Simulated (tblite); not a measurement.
Task: What does the GFN2-xTB structure of `ClC1C(Cl)=C([C@@H](C=1)[CH2])F` [radical] look like in three dimensions? (Doublet state.)

Result: 
```
atom  x, y, z in Å
C1    -1.5581   -0.7748    0.8271
C2    -0.7277   -0.4346   -0.3474
C3     0.6462   -1.0423   -0.3061
C4     1.5697   -0.0766   -0.1965
Cl5    3.2601   -0.2564   -0.1055
C6     0.9296    1.2360   -0.1745
Cl7    1.7872    2.7059   -0.0337
C8    -0.3945    1.0426   -0.2976
F9    -1.3522    1.9660   -0.3245
H10   -1.0982   -0.8189    1.7940
H11   -2.6273   -0.7690    0.7531
H12   -1.2538   -0.6767   -1.2755
H13    0.8148   -2.1008   -0.3307
```

Any rigid rotation of these coordinates is as good. Atoms count from 1 in this order. C4 (carbon bonded to 2 C and Cl) is planar (angles 127.8°, 122.0° and 110.3°, sum 360.0°, 0.00 Å off the plane of its three neighbours). C3 (carbon bonded to 2 C and H) is planar (angles 127.2°, 122.8° and 109.9°, sum 360.0°, 0.01 Å off the plane of its three neighbours). The 5-membered ring C2–C3–C4–C6–C8 has internal angles of 101.1° to 111.1°; it is almost planar, 0.01 Å rms from its mean plane, widest ring torsion 3°. C8 (carbon bonded to 2 C and F) is planar (angles 127.7°, 121.2° and 111.1°, sum 359.9°, 0.02 Å off the plane of its three neighbours).

Bonds between heavy atoms (Å): C1–C2 1.478, C2–C3 1.503, C3=C4 1.341, C4–Cl5 1.702, C4–C6 1.461, C6–Cl7 1.708, C6=C8 1.344, C8–F9 1.331, C2–C8 1.515.

Computed geometry: GFN2-xTB, gas phase. This method treats the open shell by occupation alone, without spin polarisation.

Point group: C1 (no symmetry element, even within 0.4 Å). Its GFN2-xTB frequencies are all real (lowest 68 cm⁻¹). Torsions: H–C1–C2–C3 39° and -155°. 2 starts were optimised and ended at 0.00 and 0.11 kcal/mol (GFN2-xTB); the lowest of these is shown.

The run took 0.3 s of wall time on Arm Neoverse V2, one thread (shared host). That covers the optimisation of the geometry.

One conformer stands for the species.
